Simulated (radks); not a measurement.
Excited configurations of neutral iron: one electron is placed in a higher orbital outside [Ar] 3d6 4s1. The ground configuration is [Ar] 3d6 4s2. Method: scalar-relativistic Kohn-Sham, LDA (Slater exchange, Perdew-Wang correlation), spin-polarised, spherical densities, finite nucleus; open shells are filled with parallel spins first; Fermi nuclear charge, rms radius 3.7377 fm; computed with a radial shooting solver on a logarithmic mesh with Libxc functionals. Excitation = E - E(ground); binding = E(ion) - E, where the ion is the core of charge +1; n* = 1/sqrt(2 binding) in atomic units, and the quantum defect is n - n*.

outer orbital,excitation (eV),binding (eV),n*,eigenvalue (eV)
5d,7.080,1.082,3.546,-0.615
5f,7.521,0.641,4.608,-0.382
6s,6.755,1.407,3.110,-0.889
6p,7.058,1.103,3.512,-0.692
7p,7.450,0.711,4.374,-0.467

The Delta-SCF ionisation energy is 8.162 eV (NIST Atomic Spectra Database: 7.902 eV, measured). Self-interaction in the functional shifts the binding energies and quantum defects, so they are the method's values and not measured ones. Open shells are spherical and high-spin; term and fine-structure splittings are not resolved.
